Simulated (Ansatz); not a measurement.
`C[CH]([AlH2])CCl` and `C[CH2][AlH2]` differ in one atom or group.

Ansatz, PBE0-D4/def2-TZVP geometries, multiplicity 1. Each molecule was computed in one conformer, which needn't be the lowest.

| property | `C[CH]([AlH2])CCl` |
| --- | --- |
| HOMO energy (PBE0/def2-TZVPP) / eV | -7.61 |
| size of the dipole moment (PBE/def2-TZVPP) / D | 1.71 |
| LUMO energy (PBE0/def2-TZVPP) / eV | -1.71 |
| HOMO–LUMO gap (PBE0/def2-TZVPP) / eV | 5.90 |
| LUMO energy (ωB97M-V/def2-TZVPP) / eV | -0.14 |
| HOMO energy (PBE/def2-TZVPP) / eV | -6.40 |

Q: Give the same properties after the change, and the shifts. (An estimate is asked.)

A: Computed: 
```
                                      property  `C[CH2][AlH2]`  shift
            HOMO energy (PBE0/def2-TZVPP) / eV           -7.54   0.07
size of the dipole moment (PBE/def2-TZVPP) / D            0.83  -0.88
            LUMO energy (PBE0/def2-TZVPP) / eV           -1.30   0.41
          HOMO–LUMO gap (PBE0/def2-TZVPP) / eV            6.24   0.34
         LUMO energy (ωB97M-V/def2-TZVPP) / eV            0.26   0.40
             HOMO energy (PBE/def2-TZVPP) / eV           -6.30   0.10
```

With PBE0 the HOMO rises by 0.07 eV and the LUMO rises by 0.41 eV, so the gap widens by about 0.34 eV. PBE moves the HOMO by 0.10 eV and ωB97M-V by 0.00 eV. Dipoles are sizes alone; their direction can turn.
